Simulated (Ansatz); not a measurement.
Reactions of ClFMg (`[F][Mg][Cl]`).

Gas-phase electronic energies from Ansatz, PBE0-D4/def2-TZVP geometries. CBS: MP2 limit from def2 TZ/QZ plus the TZ coupled-cluster correction, frozen cores. This one scheme is used for every species. DFT in def2-TZVPP. For Mg outer-core shells are correlated without core-valence functions, which leaves a few kJ/mol of doubt a bond. One conformer a species, not always the lowest.

```csv
reaction,CCSD(T)/CBS(def2) (kcal/mol)
`[F][Mg][Cl]` + `CNC` → `C[N](C)[Mg][F]` + HCl,?
`[F][Mg][Cl]` + CH₄ → `[CH3][Mg][F]` + HCl,50.1
`[F][Mg][Cl]` + `CO[SiH](Cl)SC` → `C[O][Mg][F]` + `CS[SiH](Cl)Cl`,20.6
`[F][Mg][Cl]` + `C=CC(F)S` → `[SH][Mg][Cl]` + `C=CC(F)F`,12.6
`[F][Mg][Cl]` + H₂ → `[MgH][Cl]` + H–F,36.9
```

Problem. Fill in the missing values. (Best estimate.)

Solution. Computed: `[F][Mg][Cl]` + `CNC` → `C[N](C)[Mg][F]` + HCl: +36.5 kcal/mol.

Largest T1 diagnostic: 0.012, for `C=CC(F)S`.
